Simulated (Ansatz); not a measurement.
Mulliken charges of ClF5W, SMILES `[F][W]([F])([F])([F])([F])[Cl]` from B3LYP/def2-TZVPP in Ansatz (PBE0-D4/def2-TZVP geometry).

```
atom   x (Å)   y (Å)   z (Å)  charge (e)
  F1  -1.045   0.751  -1.305      -0.237
  W2   0.033   0.014  -0.015       1.333
  F3   0.745  -1.129  -1.264      -0.237
  F4   1.333   1.242  -0.462      -0.238
  F5  -0.617   1.213   1.213      -0.237
  F6   1.173  -0.666   1.254      -0.237
 Cl7  -1.561  -1.493   0.533      -0.148
```

Task: By hand: the dipole of these point charges (1 e Å = 4.8032 D).

Result: Σ q r = (-0.103, -0.096, 0.035) e Å, of length 0.145 e Å = 0.70 D.

Task: How does the dipole of the full density compare? (Best estimate.)

Result: Ansatz gave: (-0.136, -0.129, 0.047) e Å, 0.93 D; the point charges give 0.75 times that, at 1° from its direction.

Point charges leave out the atoms' own dipoles, such as those of lone pairs, and Mulliken's split depends on the basis, so the two needn't agree.

B3LYP here is the variant with VWN-RPA as its local correlation; programs differ in this.
